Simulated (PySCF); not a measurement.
Input for PySCF: R-M06-2X/def2-TZVPP on C3H6 (SMILES C=CC), a point of a torsion scan.

```python
from pyscf import gto, dft

mol = gto.M(
    atom='''
    C     0.74268177    0.28358015    1.66081021
    C     0.25744348   -0.19500788    0.53109628
    C    -1.13574867    0.03161867    0.04557667
    H     0.15233450    0.91066348    2.30926381
    H     1.74993182    0.08111980    1.98273573
    H     0.87094553   -0.82674172   -0.09889302
    H    -1.61353493    0.84006461    0.59372584
    H    -1.13257702    0.28085064   -1.01472628
    H    -1.72641161   -0.87649482    0.16908124
    ''',
    basis='def2-tzvpp',
    charge=0, spin=0, verbose=4, max_memory=1800)
mf = dft.RKS(mol, xc='m062x').density_fit(auxbasis='def2-universal-jkfit')
mf.grids.level = 4
mf.conv_tol = 1e-9
mf.max_cycle = 150
mf.kernel()
mf.dip_moment()
```

Program output:

```
PySCF version 2.14.0

[INPUT] verbose = 4
[INPUT] num. atoms = 9
[INPUT] num. electrons = 24
[INPUT] charge = 0
[INPUT] spin (= nelec alpha-beta = 2S) = 0
[INPUT] symmetry False subgroup None
[INPUT] Mole.unit = angstrom
[INPUT] Symbol           X                Y                Z      unit          X                Y                Z       unit  Magmom
[INPUT]  1 C      0.742681770000   0.283580150000   1.660810210000 AA    1.403465143007   0.535888817863   3.138476441781 Bohr   0.0
[INPUT]  2 C      0.257443480000  -0.195007880000   0.531096280000 AA    0.486497669755  -0.368511485332   1.003626514975 Bohr   0.0
[INPUT]  3 C     -1.135748670000   0.031618670000   0.045576670000 AA   -2.146253932639   0.059750626723   0.086127423970 Bohr   0.0
[INPUT]  4 H      0.152334500000   0.910663480000   2.309263810000 AA    0.287870484323   1.720904568843   4.363876150270 Bohr   0.0
[INPUT]  5 H      1.749931820000   0.081119800000   1.982735730000 AA    3.306891876462   0.153294205279   3.746827507090 Bohr   0.0
[INPUT]  6 H      0.870945530000  -0.826741720000  -0.098893020000 AA    1.645848521114  -1.562315426552  -0.186880723431 Bohr   0.0
[INPUT]  7 H     -1.613534930000   0.840064610000   0.593725840000 AA   -3.049139110119   1.587492039840   1.121979230677 Bohr   0.0
[INPUT]  8 H     -1.132577020000   0.280850640000  -1.014726280000 AA   -2.140260382776   0.530730791509  -1.917554760599 Bohr   0.0
[INPUT]  9 H     -1.726411610000  -0.876494820000   0.169081240000 AA   -3.262445121169  -1.656335159400   0.319517236402 Bohr   0.0

nuclear repulsion = 71.2392215842575
number of shells = 69
number of NR pGTOs = 234
number of NR cGTOs = 177
basis = def2-tzvpp
ecp = {}


******** <class 'pyscf.df.df_jk.DFRKS'> ********
method = DFRKS
initial guess = minao
damping factor = 0
level_shift factor = 0
DIIS = <class 'pyscf.scf.diis.CDIIS'>
diis_start_cycle = 1
diis_space = 8
diis_damp = 0
SCF conv_tol = 1e-09
SCF conv_tol_grad = None
SCF max_cycles = 150
direct_scf = False
XC library pyscf.dft.libxc version 7.1.2
    S. Lehtola, C. Steigemann, M. J. T. Oliveira, and M. A. L. Marques,  SoftwareX 7, 1–5 (2018)
XC functionals = m062x
    Y. Zhao and D. G. Truhlar,  Theor. Chem. Acc. 120, 215 (2008)
    Y. Zhao and D. G. Truhlar,  Theor. Chem. Acc. 120, 215 (2008)
radial grids:
    Treutler-Ahlrichs [JCP 102, 346 (1995); DOI:10.1063/1.469408] (M4) radial grids

becke partition: Becke, JCP 88, 2547 (1988); DOI:10.1063/1.454033
pruning grids: <function nwchem_prune>
grids dens level: 4
symmetrized grids: False
atomic radii adjust function: <function treutler_atomic_radii_adjust>
small_rho_cutoff = 0
Set gradient conv threshold to 3.16228e-05
Initial guess from minao.
tot grids = 180072
******** <class 'pyscf.df.df.DF'> ********
auxbasis = def2-universal-jkfit
init E= -118.140128884436
  HOMO = -0.302725738214164  LUMO = -0.0375484818421832  gap/eV = 7.21584
cycle= 1 E= -117.866237292755  delta_E= 0.274  |g|= 0.272  |ddm|= 1.96
  HOMO = -0.276629153247008  LUMO = 0.0787125158291878  gap/eV = 9.66934
cycle= 2 E= -117.875953812057  delta_E= -0.00972  |g|= 0.195  |ddm|= 0.338
  HOMO = -0.321290461381054  LUMO = 0.0463916036693313  gap/eV = 10.00514
cycle= 3 E= -117.885508674925  delta_E= -0.00955  |g|= 0.0252  |ddm|= 0.141
  HOMO = -0.31739803089016  LUMO = 0.050112534248882  gap/eV = 10.00047
cycle= 4 E= -117.885652421811  delta_E= -0.000144  |g|= 0.0108  |ddm|= 0.0245
  HOMO = -0.317025994484311  LUMO = 0.0505459506388952  gap/eV = 10.00214
cycle= 5 E= -117.885679169942  delta_E= -2.67e-05  |g|= 0.0027  |ddm|= 0.00749
  HOMO = -0.317055409856479  LUMO = 0.0504556925312691  gap/eV = 10.00049
cycle= 6 E= -117.885681046551  delta_E= -1.88e-06  |g|= 0.000386  |ddm|= 0.00203
  HOMO = -0.317019783215954  LUMO = 0.0504952823476224  gap/eV = 10.00059
cycle= 7 E= -117.885681084767  delta_E= -3.82e-08  |g|= 9.49e-05  |ddm|= 0.000429
  HOMO = -0.317030794193983  LUMO = 0.0504882026022209  gap/eV = 10.00070
cycle= 8 E= -117.885681087031  delta_E= -2.26e-09  |g|= 3.51e-05  |ddm|= 0.000104
  HOMO = -0.317029005959171  LUMO = 0.0504899159051249  gap/eV = 10.00070
cycle= 9 E= -117.88568108735  delta_E= -3.18e-10  |g|= 6.68e-06  |ddm|= 3.54e-05
  HOMO = -0.317030376508864  LUMO = 0.0504886712261872  gap/eV = 10.00070
Extra cycle  E= -117.885681087356  delta_E= -6.48e-12  |g|= 5.1e-06  |ddm|= 1.06e-05
converged SCF energy = -117.885681087356
Dipole moment(X, Y, Z, Debye): -0.26638, -0.09866, -0.25537
```

Self-consistency was reached.

Cost: around 17 core-seconds (rough).
